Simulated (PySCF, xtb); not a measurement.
Sb(F)2(OH) (F₂HOSb), SMILES [F][Sb]([OH])[F].

GFN2-xTB (xtb) at its own geometry gives an orbital gap of 5.30 eV and a dipole moment of 3.24 D.

Geometry optimised at B3LYP-D3(BJ)/def2-SVP. The def2 effective core potentials stand for the cores of Sb; spin–orbit coupling is left out. The values are those of a single conformer.

**Question.** What does r2SCAN/def2-TZVPD in PySCF give? (The exact figures need the calculation; the answer reports its results.)

**Answer.** gap 6.24 eV (levels -8.38 and -2.15 eV), dipole 2.19 D.
